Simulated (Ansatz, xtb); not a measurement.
**C4H10B2S: which of two isomers lies lower**

Structure X: `CC1(C)BSBC1`, a singlet. Structure Y: `C=CBCBSC`, a singlet. Both are isolated molecules in the gas phase, relaxed with B3LYP-D3(BJ)/def2-SVP; the shapes shown needn't be the lowest conformers.

X (Å):

```tsv
atom	x (Å)	y (Å)	z (Å)
C	-0.5696	-0.2749	1.2054
C	0.4163	0.8139	0.7072
C	0.1686	1.0746	-0.7880
C	0.2534	2.0923	1.5736
B	1.8537	0.2295	1.0023
B	1.3051	2.1153	2.7304
S	2.6539	0.9085	2.4887
H	-0.4575	-0.4665	2.2847
H	-0.4255	-1.2301	0.6758
H	-1.6094	0.0518	1.0295
H	-0.8496	1.4678	-0.9542
H	0.2720	0.1515	-1.3806
H	0.8794	1.8129	-1.1940
H	2.3931	-0.6388	0.3655
H	1.3263	2.8600	3.6755
H	0.5075	2.9908	0.9709
H	-0.7858	2.2703	1.9035
```

Y (Å):

```yaml
atoms:
  - { symbol: C, position_ang: [-3.0485, 1.5060, 1.5020] }
  - { symbol: C, position_ang: [-2.8233, 0.7129, 0.4370] }
  - { symbol: C, position_ang: [-0.7820, -0.7197, 1.5966] }
  - { symbol: C, position_ang: [2.3793, 2.1593, 2.4030] }
  - { symbol: B, position_ang: [-1.6325, -0.2822, 0.3523] }
  - { symbol: B, position_ang: [0.5242, 0.1490, 1.5708] }
  - { symbol: S, position_ang: [0.8096, 1.3355, 2.8725] }
  - { symbol: H, position_ang: [-3.8484, 2.2552, 1.5218] }
  - { symbol: H, position_ang: [-2.4198, 1.4558, 2.3978] }
  - { symbol: H, position_ang: [-3.4821, 0.8418, -0.4319] }
  - { symbol: H, position_ang: [-1.3093, -0.6997, -0.7384] }
  - { symbol: H, position_ang: [-1.3197, -0.6410, 2.5537] }
  - { symbol: H, position_ang: [-0.4527, -1.7626, 1.4290] }
  - { symbol: H, position_ang: [1.3367, 0.0636, 0.6824] }
  - { symbol: H, position_ang: [3.1735, 1.4159, 2.2558] }
  - { symbol: H, position_ang: [2.2448, 2.7467, 1.4851] }
  - { symbol: H, position_ang: [2.6586, 2.8314, 3.2254] }
```

**Question.** Which of the two would you expect CCSD(T)/def2-SVP + ΔMP2/def2-TZVPP electronic energies to favour?

**Answer.** Structure X; the calculation gives E(Y) − E(X) = +32.6 kcal/mol.

How the difference moves with the method:

```tsv
level	geometry	E(Y) − E(X) (kcal/mol)	departure from the last row (kcal/mol)	job, with rough time for the two
GFN2-xTB	GFN2-xTB	+49.2	+16.6	optimisation, 0.4 s
HF/STO-3G	GFN2-xTB	+61.2	+28.6	single point, 0.46 s
r2SCAN-D4/def2-SVP	GFN2-xTB	+35.2	+2.6	single point, 5 s
B3LYP-D3(BJ)/def2-SVP	B3LYP-D3(BJ)/def2-SVP	+31.4	−1.2	optimisation, 2.3 min
HF/def2-SVP	B3LYP-D3(BJ)/def2-SVP	+29.9	−2.7	part of the CCSD(T) run
MP2/def2-SVP	B3LYP-D3(BJ)/def2-SVP	+39.6	+7.0	part of the CCSD(T) run
CCSD(T)/def2-SVP	B3LYP-D3(BJ)/def2-SVP	+36.1	+3.5	single point
CCSD(T)/def2-SVP + ΔMP2/def2-TZVPP	B3LYP-D3(BJ)/def2-SVP	+32.6		single point, 1.7 min
```

As drawn, Y has 1 C=C, 1 C–B, 1 C–S in place of 3 C–C, 1 B–S. Structure X has a 5-membered ring, Y no ring.

The levels shown agree on the order. The largest departure from CCSD(T)/def2-SVP + ΔMP2/def2-TZVPP is that of HF/STO-3G, 28.6 kcal/mol. The last row adds to CCSD(T) the change of the MP2 difference between the two basis sets, here −3.5 kcal/mol, a large step that makes the value less sure.

With thermal terms from frequencies at re-optimised GFN2-xTB minima (ideal gas, soft modes damped towards free rotors, one conformer each, 298.15 K, 1 atm): on the last row, ΔE + ΔZPE = +29.5, ΔH = +30.7, ΔG = +27.1 kcal/mol.

The correlated steps freeze 11 core orbitals. Programs: Ansatz 0.2.0, xtb 6.7.1; the last row on 4 threads of Arm Neoverse V1 on a shared host.
